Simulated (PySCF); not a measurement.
The metal is changed in MCl3. Isolated molecules, 0 K electronic values unless said otherwise. Multiplicities are imposed; where one is given, others were not computed. In the def2 sets, heavy atoms carry core potentials. All members: neutral, multiplicity 2. Level: TPSSh-D3(BJ)/def2-TZVP // BP86-D3(BJ)/def2-SVP (PySCF), beside PBE-D3(BJ)/def2-TZVP // BP86-D3(BJ)/def2-SVP (PySCF) at the same geometries.  Orbital energies are measured against the vacuum level.

| species | highest occupied spin orbital, PBE (eV) | highest occupied spin orbital, TPSSh-D3(BJ) (eV) |
|---|---|---|
| [Pd(Cl)3] | -7.17 | withheld |
| [Pt(Cl)3] | -6.85 | -7.57 |
| [Ti(Cl)3] | -5.51 | -6.62 |
| [Hf(Cl)3] | -5.07 | -5.63 |
| [Zr(Cl)3] | -5.04 | -5.67 |

Fit y = a + b·x, y being the highest occupied spin orbital at the first level, to the 4 complete rows by least squares, with x = the PBE value in eV. Give a, b and the rms residual, and predict the withheld value.

Means of the 4 rows: x̄ = -5.6175, ȳ = -6.3725 eV. Σ(x − x̄)² = 2.1639 and Σ(x − x̄)(y − ȳ) = 2.2615, so b = 1.045 and a = ȳ − b·x̄ = -0.502 eV. The rms residual is 0.210 eV. At x = -7.17 the line gives -7.99 eV, outside the range of the fitted rows. The run for [Pd(Cl)3] gave -7.94 eV, so the line is off by 0.05 eV, within twice the rms residual.

Codes: PySCF.
